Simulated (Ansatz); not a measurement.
Mg8O8⁺ (started as a model of: 2x2x4 MgO rock-salt block), relaxed as a doublet with UKS r2SCAN-D4/def2-SVP in Ansatz, starting from the r2SCAN-D4/def2-SVP geometry of the neutral singlet. Force threshold 0.03 eV/Å.

The gap within one spin of the relaxed charge 1 doublet nearly closes, so an electron or hole may be smeared out by delocalisation error.

Start:

```xyz
16

Mg   -2.7573   -1.5461    0.1480
O    -1.5752   -0.1976    0.8640
Mg   -0.2104    1.0780    1.3710
O     1.1478    2.3863    1.9197
O    -2.6049   -0.9893   -1.7126
Mg   -1.2734    0.3445   -1.1601
O     0.0195    1.6892   -0.6429
Mg    1.4207    2.8275    0.0420
O    -1.4132   -2.9495    0.0116
Mg   -0.0599   -1.6516    0.5956
O     1.2918   -0.4037    1.1980
Mg    2.5138    1.0294    1.6236
Mg   -1.1772   -2.3108   -1.8136
O     0.2639   -1.0878   -1.4191
Mg    1.5437    0.2290   -0.8066
O     2.8703    1.5525   -0.2188
```

```
step  energy (eV)  largest force component (eV/Å)  SCF passes
   1  -59909.3309                           0.760          76
   2  -59909.5600                           0.195          31
   3  -59909.5722                           0.078          32
   4  -59909.5739                           0.035          32
   5  -59909.5750                           0.007          34
```

Force components are those of the run's own axes.

End:

```xyz
16

Mg   -2.812   -1.539    0.199
O    -1.570   -0.211    0.845
Mg   -0.215    1.073    1.365
O     1.190    2.379    1.876
O    -2.590   -1.037   -1.677
Mg   -1.267    0.348   -1.154
O     0.036    1.682   -0.627
Mg    1.405    2.888    0.001
O    -1.444   -2.917   -0.030
Mg   -0.055   -1.644    0.595
O     1.290   -0.382    1.189
Mg    2.554    0.993    1.675
Mg   -1.147   -2.341   -1.875
O     0.244   -1.089   -1.407
Mg    1.537    0.223   -0.805
O     2.844    1.575   -0.169
```

By distances, no bond broke or formed. The bond that changes most is O9–Mg10, from 1.96 to 1.99 Å (atoms count from 1).

No frequencies were taken in this run, so the end may be a saddle point.

It took 2.7 min on 4 threads of Arm Neoverse V2 on a shared host, peak host memory 0.75 GiB.
